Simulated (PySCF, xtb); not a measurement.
C₂H₄ClFSi, SMILES C=C[Si@H](F)Cl.

The structure is a stationary point at B3LYP-D3(BJ)/def2-SVP. The structure was generated by enumeration; whether it is a known compound was not checked. Other conformers were not sampled.

Computed with C-PCM-ωB97X/def2-SVP in PySCF.

The values are the electrostatic part of the solvation free energy, E(continuum) − E(gas) at the gas-phase geometry, in a cavity of scaled van der Waals radii (PySCF's table); cavitation and dispersion terms are not included. In vacuum the orbital gap is 12.22 eV. The dipole moment in vacuum is 2.23 D.

| solvent | ε | ΔG(elec) (kcal/mol) | dipole (D) | gap (eV) |
|---|---|---|---|---|
| water | 78.36 | -2.7 | 2.71 | 12.23 |
| acetone | 20.49 | -2.6 | 2.69 | 12.23 |
| n-hexane | 1.88 | -1.2 | 2.44 | 12.22 |

For comparison, GFN2-xTB/ALPB(water) (xtb, at the GFN2-xTB geometry, all terms of that model) gives -0.8 kcal/mol.
